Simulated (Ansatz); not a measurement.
Stepwise reaction of `N[Si]([SiH3])(Cl)Cl` with hydrogen, as a gas-phase model of exchange steps in deposition or etching. ΔE in kJ/mol.

Isolated molecules relaxed with PBE0-D4/def2-TZVP in Ansatz; ΔE leaves out vibrations. CBS: MP2 limit from def2 TZ/QZ plus the TZ coupled-cluster correction, frozen cores. This one scheme is used for every species. DFT in def2-TZVPP. B3LYP here is the variant with VWN-RPA as its local correlation; programs differ in this. Each species was taken in one conformer, which may not be the lowest.

```tsv
step	reaction	PBE-D4	B3LYP-D4	ωB97M-V	CCSD(T)/CBS
2	`N[SiH]([SiH3])Cl` + H₂ → `N[SiH2][SiH3]` + HCl	96.6	95.7	96.5	95.6
```

Question: Give the row of step 1, `N[Si]([SiH3])(Cl)Cl` + H₂ → `N[SiH]([SiH3])Cl` + HCl. (An estimate is asked.)

Answer: Computed: 
```tsv
step	reaction	PBE-D4	B3LYP-D4	ωB97M-V	CCSD(T)/CBS
1	`N[Si]([SiH3])(Cl)Cl` + H₂ → `N[SiH]([SiH3])Cl` + HCl	84.9	84.3	85.3	83.8
```

Question: By hand: ΔE of the 2 steps together at CCSD(T)/CBS.

Answer: (83.8) + (95.6) = 179.4 kJ/mol, or 89.7 kJ/mol a step.

In ΔE each step is higher than the one before. All are uphill at CCSD(T)/CBS. PBE-D4 differs from CCSD(T)/CBS by 1.0 to 1.1 kJ/mol a step. Only this route is followed, and other bonds may react first. Isolated molecules leave out the surface, adducts and barriers. Largest T1 diagnostic: 0.011.
